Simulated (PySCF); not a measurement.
# How methods differ on the excitation energy of Mg

Mg [Ne] 3s2 (1S) → Mg [Ne] 3p2 (3P), as a difference of total energies. Computed with PySCF 2.14 in x2c-QZVPPall, with the spin-free X2C one-electron Hamiltonian (Gaussian nucleus). Correlated levels: valence: [Ne] frozen; valence and next inner shell: 1s2 frozen. The calculations carry no spin-orbit coupling.

```tsv
method	excitation energy (eV)	error (eV)
UHF	6.300	-0.873
LDA	6.551	-0.622
PBE	6.323	-0.850
PBE0	6.439	-0.734
r2SCAN	6.180	-0.993
PW91	6.339	-0.834
wB97M-V	7.069	-0.104
B97-3	6.707	-0.466
LC-wPBE	6.764	-0.409
MP2 (valence)	6.810	-0.363
SCS-MP2 (valence)	7.027	-0.146
MP2 (valence and next inner shell)	7.009	-0.164
SCS-MP2 (valence and next inner shell)	7.178	+0.005
```

Reference: 7.173 eV (measured; NIST levels, between the centres of gravity of the two terms).

Errors of the correlated levels include the incompleteness of this basis and the frozen core.

The basis was made for the ground configuration and has no added diffuse functions, so the excitation energy can come out too high.
